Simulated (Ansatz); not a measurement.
Ansatz (an electronic-structure program) input (HF/3-21G): The .json file is the Basis Set Exchange's 3-21G.

Ansatz 0.2 input:
```yaml
crystal:
  periodic: [false, false, false]
  atoms:
    - {symbol: B, position_ang: [-0.00000000, -0.00000000, -0.73975084]}
    - {symbol: O, position_ang: [0.00000000, 0.00000000, 0.46234428]}
basis:
  gaussian:
    orbitals: 3-21G.json
hamiltonian:
  xc: {name: HF}
magnetization: {spin_polarized: true, initial_magnetization: 1}
relax: {f_tol: 0.003, max_steps: 120}
```

Output:

```
WARN ansatz: RAYON_NUM_THREADS=1 ignored (pool sized by the plan → 1); use --threads N
Functional definition: HF
integrals: 0.00 GiB planned
230 factors; integrals over basis functions are off by at most 1.1e-4 eV
mean field: 0.04 GiB planned
mean field evaluation 1: about -2689.1463 eV, gradient 2.6e1 eV
mean field evaluation 2: about -2689.1479 eV, gradient 2.6e1 eV
mean field evaluation 4: about -2692.5357 eV, gradient 2.7e0 eV
mean field evaluation 8: about -2692.8504 eV, gradient 3.2e-1 eV
mean field evaluation 16: about -2692.8566 eV, gradient 9.8e-6 eV
mean field -2692.85658700 eV, -98.9606542883 hartree, gradient 9.8e-6 eV, S^2 0.842446; 0 other end points of the search recorded, 0 dependent functions left out
the calculation of the forces begins
reference -2692.85658700 eV, -98.9606542883 hartree; 7, 6 occupied and 11, 12 virtual orbitals, 230 factors
relax step   1: F+E_penalty+E_count = -2692.85658700 eV  Δ(F+E_penalty+E_count) = +0.000e0 eV  max|allowed force component| = 1.548e0 eV/Å  Δτ_max = 0.0000 Å  (41 SCF iters, accepted)
these checks for a lower state are left out or cut short: starts, cluster_reference, orbital_swaps, neighbouring_geometries, increment
integrals: 0.00 GiB planned
230 factors; integrals over basis functions are off by at most 1.2e-4 eV
mean field: 0.04 GiB planned
mean field -2692.86878019 eV, -98.9611023801 hartree, gradient 2.8e-5 eV, S^2 0.852940; 0 other end points of the search recorded, 0 dependent functions left out
the calculation of the forces begins
reference -2692.86878019 eV, -98.9611023801 hartree; 7, 6 occupied and 11, 12 virtual orbitals, 230 factors
relax step   2: F+E_penalty+E_count = -2692.86878019 eV  Δ(F+E_penalty+E_count) = -1.219e-2 eV  max|allowed force component| = 1.038e-1 eV/Å  Δτ_max = 0.0075 Å  (30 SCF iters, accepted)
these checks for a lower state are left out or cut short: starts, cluster_reference, orbital_swaps, neighbouring_geometries, increment
integrals: 0.00 GiB planned
230 factors; integrals over basis functions are off by at most 1.2e-4 eV
mean field: 0.04 GiB planned
mean field -2692.86883865 eV, -98.9611045283 hartree, gradient 2.2e-5 eV, S^2 0.853760; 0 other end points of the search recorded, 0 dependent functions left out
the calculation of the forces begins
reference -2692.86883865 eV, -98.9611045283 hartree; 7, 6 occupied and 11, 12 virtual orbitals, 230 factors
relax step   3: F+E_penalty+E_count = -2692.86883865 eV  Δ(F+E_penalty+E_count) = -5.845e-5 eV  max|allowed force component| = 3.157e-3 eV/Å  Δτ_max = 0.0005 Å  (31 SCF iters, accepted)
these checks for a lower state are left out or cut short: starts, cluster_reference, orbital_swaps, neighbouring_geometries, increment
integrals: 0.00 GiB planned
230 factors; integrals over basis functions are off by at most 1.2e-4 eV
mean field: 0.04 GiB planned
mean field evaluation 32: about -2692.8688 eV, gradient 1.6e-5 eV
mean field -2692.86883870 eV, -98.9611045303 hartree, gradient 1.6e-5 eV, S^2 0.853786; 0 other end points of the search recorded, 0 dependent functions left out
the calculation of the forces begins
reference -2692.86883870 eV, -98.9611045303 hartree; 7, 6 occupied and 11, 12 virtual orbitals, 230 factors
relax step   4: F+E_penalty+E_count = -2692.86883870 eV  Δ(F+E_penalty+E_count) = -5.450e-8 eV  max|allowed force component| = 9.812e-6 eV/Å  Δτ_max = 0.0000 Å  (20 SCF iters, accepted)
integrals: 0.00 GiB planned
230 factors; integrals over basis functions are off by at most 1.2e-4 eV
mean field: 0.04 GiB planned
mean field -2692.86883870 eV, -98.9611045303 hartree, gradient 1.6e-5 eV, S^2 0.853786; 1 other end points of the search recorded, 0 dependent functions left out
the calculation of the forces begins
reference -2692.86883870 eV, -98.9611045303 hartree; 7, 6 occupied and 11, 12 virtual orbitals, 230 factors
Total energy: -2692.86883870 eV, -98.9611045303 hartree
Atom 0 at    -0.000000    -0.000000    -0.747794 Å, force    -0.000000    -0.000000    -0.000010 eV/Å
Atom 1 at     0.000000     0.000000     0.470387 Å, force     0.000000     0.000000     0.000010 eV/Å
Dipole moment:    -0.000000     0.000000    -0.522774 e Å
```

The determinant is spin-contaminated: <S^2> is 0.85 against 0.75 for a pure state.
